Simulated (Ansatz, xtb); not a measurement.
**FH3Si2Sn2: where a starting geometry ends**

The starting geometry of this gas-phase singlet was built from a drawn formula by distance geometry and a force field; its bonds are those of `[F][SnH]=[Sn]=[Si]=[SiH2]`.

```xyz
8

F    -4.4797   -3.1271   -1.9692
Si   -1.2792    1.8389   -0.8425
Si    0.1213    3.3158   -0.9076
Sn   -4.5792   -1.6552   -0.7009
Sn   -2.8478    0.1756   -0.8204
H    -5.9160   -1.4879    0.4108
H     1.2566    3.2605   -1.9206
H     0.0222    4.4578   -0.0188
```

**Question.** Where would you expect an optimisation with r2SCAN-D4/def2-SVP to take it?

**Answer.** A new bond forms, giving a structure given below by its coordinates. Distances that change by over a tenth: Si2–Si3 (2.04 → 2.25 Å), Sn4–Sn5 (2.52 → 2.87 Å). Contacts that close: Si3–Sn5 (4.32 → 2.81 Å).

The energy falls by 2.74 eV over 35 steps:

```csv
step,E − E(last) (eV)
1,2.735
5,0.959
9,0.406
12,0.280
16,0.154
20,0.044
24,0.016
27,0.003
31,0.000
35,0.000
```

Final geometry (Å):

```xyz
8

F    -4.3654   -2.6044   -1.6107
Si    0.2001    0.8887    0.3370
Si   -0.5815    2.6784   -0.7817
Sn   -4.0964   -1.1180   -0.3523
Sn   -1.6373    0.0997   -1.1808
H    -5.3922   -0.0648   -0.9233
H    -1.2313    2.8723   -2.1285
H    -0.5977    4.0266   -0.1288
```

From the same start GFN2-xTB ends elsewhere, differing in Si3–Sn5 (3.35 against 2.81 Å here), Sn4–H6 (2.36 against 1.76 Å here).

No frequencies were run, so the end isn't proven a minimum. Atoms past krypton carry core potentials, without spin–orbit terms. Run with Ansatz 0.2.0, 2.6 min on 2 threads of Intel(R) Xeon(R) Platinum 8259CL CPU @ 2.50GHz (Skylake/Cascade Lake) (shared host).
